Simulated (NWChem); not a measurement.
**Ionisation of C$_{2}$H$_{6}$AlCl**

SMILES: [CH3][Al]([CH3])[Cl]
```xyz
10

Al     0.2192    -0.2528     0.2233
C      2.0239    -0.6655    -0.4168
H      2.4251    -1.6027     0.0213
H      2.7218     0.1531    -0.1338
H      2.0642    -0.7473    -1.5224
C     -0.6193    -0.9531     1.8491
H     -1.3074    -1.7880     1.5907
H     -1.2335    -0.1852     2.3628
H      0.1227    -1.3522     2.5712
Cl    -0.9453     1.0895    -0.9639
```
Charge 0, spin multiplicity 1.

All runs are NWChem calculations. Structure: optimised with PBE/def2-SVP, a minimum by its harmonic frequencies.

Basis set: def2-TZVP. −ε marks an orbital energy of the parent.

B3LYP has NWChem's definition, with VWN1-RPA local correlation. The structure started from a generated list of species.

**Question.** Order these methods by the first vertical ionisation energy they give, lowest first: −ε(HOMO) of BHandHLYP, −ε(HOMO) of B3LYP, −ε(HOMO) of PBE, −ε(HOMO) of TPSS, −ε(HOMO) of HF, G0W0@PBE.

**Answer.** −ε(HOMO) of PBE (6.64 eV), −ε(HOMO) of TPSS (6.75 eV), −ε(HOMO) of B3LYP (7.70 eV), −ε(HOMO) of BHandHLYP (9.10 eV), G0W0@PBE (9.59 eV), −ε(HOMO) of HF (10.96 eV)
